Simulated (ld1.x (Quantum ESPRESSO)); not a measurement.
## holmium (Ho), PAW: configuration errors across variants

```json
{
 "Element": "holmium (Ho)",
 "Generator": "ld1.x (Quantum ESPRESSO) 7.5",
 "Type": "PAW",
 "Functional": "LDA (PZ)",
 "Relativity": "scalar-relativistic",
 "Frozen core": "[Kr] 4d10 4f10",
 "Valence charge": "11",
 "Reference configuration": "5s2 5p6 5d1 6s1 6p0 (charge +1)",
 "Partial waves": "5s (bound): rcut 1.85, rcutus 2.20 bohr; 6s (bound): rcut 1.85, rcutus 2.20 bohr; 5p (bound): rcut 2.60, rcutus 3.05 bohr; 6p (bound, empty): rcut 2.60, rcutus 3.05 bohr; 5d (bound): rcut 1.85, rcutus 2.20 bohr; 5d channel at 4.5 Ry: rcut 1.85, rcutus 2.20 bohr",
 "Local potential": "all-electron potential smoothed inside 2.35 bohr (lloc = -1)",
 "Core correction": "Bessel-smoothed model core, default radius (core density twice the valence density)",
 "Augmentation charge": "BESSEL, radius 1.90 bohr"
}
```

All-electron excitation energies from the reference (eV): (1) 5s2 5p6 5d1 6s2 6p0 -7.155; (2) 5s2 5p6 5d1 6s0 6p0 12.880; (3) 5s2 5p6 5d0 6s0 6p0 33.051; (4) 5s2 5p6 5d1 6s0 6p1 3.971; (5) 5s2 5p5 5d1 6s2 6p0 27.347; (6) 5s2 5p6 5d1 6s0 6p2 -0.576; (7) 5s2 5p6 5d2 6s1 6p0 -4.872.

The default core radius of the base comes out at 0.98 bohr.

The overlap operator is not positive definite (basis up to 400 Ry) in “all radii but the core radius scaled by about 1.07 (s 2.36, p 3.28, d 2.36 bohr, rcut 1.98/2.80/1.98); local potential all-electron potential smoothed inside 2.52 bohr (lloc = -1); augmentation BESSEL, radius 2.04 bohr”. Such files are unfit for use, however small their errors in these radial tests.

Tests that are not counted but printed errors over 1 eV. “all radii but the core radius scaled by about 1.07 (s 2.36, p 3.28, d 2.36 bohr, rcut 1.98/2.80/1.98); local potential all-electron potential smoothed inside 2.52 bohr (lloc = -1); augmentation BESSEL, radius 2.04 bohr”: 5s2 5p6 5d1 6s0 6p1 (solver errors, printed error -2.2 eV); 5s2 5p6 5d1 6s0 6p2 (solver errors, printed error -8.4 eV).

3 further variants failed, have other tests or too few solved ones, and are left out.

Errors AE − PS in meV (a dash: test not solved or not reliable):

```csv
change,(1),(2),(3),(4),(5),(6),(7),bound ghosts
base,+0.5,-11,-133,-1.0,-214,+0.9,-12,none
local potential all-electron potential smoothed inside 3.04 bohr (lloc = -1),+3.5,-5.7,-126,+4.0,-221,+6.1,-12,none
"augmentation BESSEL, radius 1.60 bohr",+0.2,-11,-131,-1.5,-224,+0.5,-12,none
local potential all-electron potential smoothed inside 1.85 bohr (lloc = -1),+1.6,-9.0,-131,-0.2,-210,+1.4,-11,none
"all radii but the core radius scaled by about 1.07 (s 2.36, p 3.28, d 2.36 bohr, rcut 1.98/2.80/1.98); local potential all-electron potential smoothed inside 2.52 bohr (lloc = -1); augmentation BESSEL, radius 2.04 bohr",-2.9,-23,-139,–,-242,–,-15,not determined (overlap not positive)
"waves 5p (bound): rcut 1.94, rcutus 2.06 bohr; 6p (bound): rcut 1.94, rcutus 2.06 bohr",+2.1,-6.0,-125,+3.9,-178,+5.7,-11,none
"wave 5d channel at 4.5 Ry: rcut 1.85, rcutus 2.20 bohr becomes 5d channel at -0.23 Ry: rcut 1.85, rcutus 2.20 bohr",+0.6,-11,-133,-0.8,-213,+1.0,-12,none
"waves 5d (bound): rcut 1.85, rcutus 2.58 bohr; 5d channel at 4.5 Ry: rcut 1.85, rcutus 2.58 bohr",+1.2,-8.5,-133,-0.3,-208,+1.1,-10,none
```

**Question.** Give the same row for: core correction Bessel-smoothed model core inside 1.26 bohr.

**Answer.** +0.4, -11, -133, -1.2, -214, +0.8, -12; bound ghosts: none.
